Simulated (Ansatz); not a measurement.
Reaction (atomization): `[BH2][Al]([CH3])[CH3]` → Al• + B• + 2 C• + 8 H•

Isolated molecules relaxed with PBE0-D4/def2-TZVP in Ansatz; ΔE leaves out vibrations. CBS: MP2 limit from def2 TZ/QZ plus the TZ coupled-cluster correction, frozen cores. This one scheme is used for every species, atoms too. Functionals use def2-TZVPP. HSE06 is defined as in plane-wave codes. No spin–orbit coupling; open shells (•) take unrestricted orbitals. Spin–orbit coupling would lower the free atoms: a little for Al, B, C.

```tsv
level	ΔE (kJ/mol)	difference from CCSD(T)/CBS
BLYP-D4	4094.7	-23.8
HSE06-D4	4131.8	13.3
BHLYP-D4	4071.1	-47.4
ωB97X-V	4135.3	16.8
ωB97M-V	4137.2	18.7
r2SCAN	4140.3	21.8
CAM-B3LYP	4132.4	13.9
MP2/def2-QZVPP	4100.2	-18.3
HF/CBS(def2)	3199.9	-918.6
MP2/CBS(def2)	4134.8	16.3
CCSD(T)/CBS	4118.5	0
```

(1) What do rigid-rotor, harmonic-oscillator terms from PBE0-D4/def2-TZVP frequencies (298.15 K, 1 bar) make of the CCSD(T)/CBS value? (An estimate is asked.)

Largest T1 diagnostic among the species: 0.018.

Answers

(1) The calculation gave: ΔZPE = -235.6 kJ/mol, ΔH = +3932.5 kJ/mol, ΔS = 1177 J/(mol·K), ΔG = +3581.7 kJ/mol. Open shells count their whole term as degenerate. Modes under 50 cm⁻¹ make the entropy rough.

Leaving LDA and LC-ωPBE aside and taking each functional with its dispersion term where it has one, the values, not all of them listed here, spread over 83.3 kJ/mol, from BHLYP-D4 to PBE-D4. LDA lies +451.8 kJ/mol from PBE without D4, its usual overbinding. The D4 term adds +28.2 kJ/mol with B3LYP and +15.1 kJ/mol with PBE0; it sums over pairs of atoms, weighted by their polarisabilities, and B3LYP, whose exchange is more repulsive, gets the larger term. From r2SCAN to r2SCAN0 (25 % exact exchange), in def2-TZVPP and without D4, ΔE moves by −30.4 kJ/mol: exact exchange takes away binding that semilocal exchange gives to molecules.

B3LYP here is the variant with VWN-RPA as its local correlation; programs differ in this.

For atomizations the MP2-based limit and the directly extrapolated one differ by several kJ/mol either way, and by 10 to 25 for some Ge, Se and Sn compounds, so smaller differences from it don't rank the levels.
